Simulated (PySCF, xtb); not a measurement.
CH4F2SeSi, SMILES F[Si]([SeH])(F)C. The values are those of a single conformer.

Harmonic wavenumbers (cm⁻¹) from GFN2-xTB in xtb 6.7.1 at its own minimum, in rising order: 67, 78, 126, 138, 182, 197, 244, 388, 624, 732, 807, 827, 867, 890, 1373, 1459, 1461, 2058, 3044, 3044, 3048.

What does PySCF with PBE0-D3(BJ)/def2-SVP give at its own minimum? (The exact figures need the calculation; the answer reports its results.)

112, 140, 163, 179, 229, 240, 316, 434, 649, 729, 779, 799, 900, 968, 1275, 1418, 1422, 2452, 3066, 3174, 3184. Paired by order, the mean absolute difference is 69 cm⁻¹ and the zero-point energies are 31.0 and 32.3 kcal/mol.
